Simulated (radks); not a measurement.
The numbers below are computed, except where a source is named.
The mean radii <r> (bohr) of the occupied orbitals of an atom or ion are listed with their occupations. Level of theory: scalar-relativistic Kohn-Sham, PBE, spin-polarised, spherical densities, finite nucleus; Fermi nuclear charge, rms radius of each element as measured or else 0.836 A^(1/3) + 0.57 fm (a radial shooting solver on a logarithmic mesh with Libxc functionals).

orbital  occ.     <r>
1s up       1  0.1026
1s down     1  0.1026
2s up       1  0.4345

Name the element and its charge. Open shells, if any, are filled with parallel spins first.

Answer. Z = 15, phosphorus, charge +12: P12+ in [He] 2s1. The 1s radius gives Z: for a bare nucleus <r> = (2 gamma + 1)/(2Z) with gamma = sqrt(1 - (Z/c)^2), 0.0996 bohr for Z = 15, and screening makes it slightly larger (0.1026 here). The occupations add up to 3, and the charge is Z minus that.
